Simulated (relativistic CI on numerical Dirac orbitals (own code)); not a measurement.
## Electric-dipole lines of Ne⁺

Method of calculation: Dirac-Coulomb-Breit CI, separate exchange-only KLI orbitals for each configuration, a model potential for QED, valence Slater integrals scaled by 0.85, P86 correlation energy added to each configuration (own radial code, finite nucleus).

CI space (outside the closed core 1s2): 2s2.2p5, 2s.2p6, 2s2.2p4.3s, 2s2.2p4.3p, 2s2.2p4.3d, 2s2.2p4.4s, 2s2.2p4.4p, 2s2.2p4.4d, 2s2.2p4.4f, 2s2.2p3.3s2, 2s2.2p3.3s.3p. Levels of other configurations are missing.

```tsv
λ vac (Å)	Lower	Upper	A (s⁻¹)	log gf	S velocity/length
360.45	2s2.2p5 2P°_1/2 [2]	2s2.2p4.3d 2P_3/2 [47]	1.57e+09	-0.91	1.06
413.48	2s2.2p5 2P°_3/2 [1]	2s2.2p4.3s 2D_5/2 [9]	1.36e+09	-0.68	0.96
414.78	2s2.2p5 2P°_1/2 [2]	2s2.2p4.3s 2D_3/2 [10]	1.16e+09	-0.92	0.96
452.02	2s2.2p5 2P°_3/2 [1]	2s2.2p4.3s 2P_3/2 [6]	3.25e+09	-0.40	0.84
452.34	2s2.2p5 2P°_1/2 [2]	2s2.2p4.3s 2P_1/2 [7]	2.54e+09	-0.81	0.84
3240.6	2s2.2p4.3s 2D_5/2 [9]	2s2.2p4.3p 2P°_3/2 [28]	1.81e+08	0.06	0.69
3249.4	2s2.2p4.3s 2P_3/2 [6]	2s2.2p4.3p 2P°_1/2 [23]	4.66e+07	-0.83	0.67
3258.9	2s2.2p4.3s 2P_3/2 [6]	2s2.2p4.3p 2P°_3/2 [22]	1.64e+08	0.02	0.71
3369.9	2s2.2p4.3s 4P_5/2 [3]	2s2.2p4.3p 4D°_5/2 [15]	3.82e+07	-0.41	0.91
3399.9	2s2.2p4.3s 4P_3/2 [4]	2s2.2p4.3p 4D°_3/2 [16]	8.96e+07	-0.21	0.91
3409.1	2s2.2p4.3s 4P_5/2 [3]	2s2.2p4.3p 4D°_7/2 [14]	1.83e+08	0.41	0.92
3418.0	2s2.2p4.3s 4P_1/2 [5]	2s2.2p4.3p 4D°_1/2 [17]	1.58e+08	-0.26	0.91
3429.0	2s2.2p4.3s 4P_3/2 [4]	2s2.2p4.3p 4D°_5/2 [15]	1.42e+08	0.18	0.92
3434.6	2s2.2p4.3s 4P_1/2 [5]	2s2.2p4.3p 4D°_3/2 [16]	8.72e+07	-0.21	0.92
3617.9	2s2.2p4.3s 4P_5/2 [3]	2s2.2p4.3p 4P°_3/2 [12]	8.59e+07	-0.17	0.91
3646.9	2s2.2p4.3s 4P_5/2 [3]	2s2.2p4.3p 4P°_5/2 [11]	1.24e+08	0.17	0.92
3660.6	2s2.2p4.3s 4P_3/2 [4]	2s2.2p4.3p 4P°_1/2 [13]	1.34e+08	-0.27	0.92
3686.1	2s2.2p4.3s 4P_3/2 [4]	2s2.2p4.3p 4P°_3/2 [12]	2.32e+07	-0.72	0.92
3716.1	2s2.2p4.3s 4P_3/2 [4]	2s2.2p4.3p 4P°_5/2 [11]	3.07e+07	-0.42	0.92
3726.8	2s2.2p4.3s 4P_1/2 [5]	2s2.2p4.3p 4P°_3/2 [12]	4.54e+07	-0.42	0.92
```

Terms are leading LS components. Brackets give the number of a level in order of energy, since labels repeat. The list gives strong lines, with weight on those to low levels, among the lowest 138 of 204 levels, so that lines to higher ones, which can be the strongest, are missing, and without lines across small gaps between configurations, and without 177 lines that miss the measured interval by over 3.5 %, start from a term whose rates miss tabulated ones by over 60 %, have gauges far apart or, lacking measured levels, span too small a gap for the errors found; lines with a level outside our table were not tested and can miss by more. Levels whose partners in the same complex of configurations lie outside the list can be far off, and so can their lines. Rates are taken at the computed energies, electric ones in the length gauge. A velocity-to-length ratio far from 1 marks an uncertain rate.

For a near-neutral ion this model can misplace configurations by up to about 10,000 cm⁻¹ (more where the count of f electrons changes) and terms by 10 to 25 % of their spread. Rates follow the energies as ν³ (E1, M1) or ν⁵ (E2), so they and the lifetimes can be off by large factors. The fine structure of a lone outer electron comes out too small, for d and f at times inverted, and misplaced configurations move strength between like terms. 24 of the 27 excited levels that our extract of the measured tables holds in this range could be paired (the sources list more); they are missed by 3407 cm⁻¹ on average and 20621 at most, and levels without a partner can miss by more.

Q: From the table, what is the radiative lifetime of 2s2.2p4.3p 4P°_3/2?

A: The listed rates from this level add up to about 1.54e+08 s⁻¹, 100 % of its decay; with all channels τ = 6.47e-09 s.

LS names give the leading component of a level, which can be under half, so a name can repeat, a term be missing and a line seem to break the LS rules.
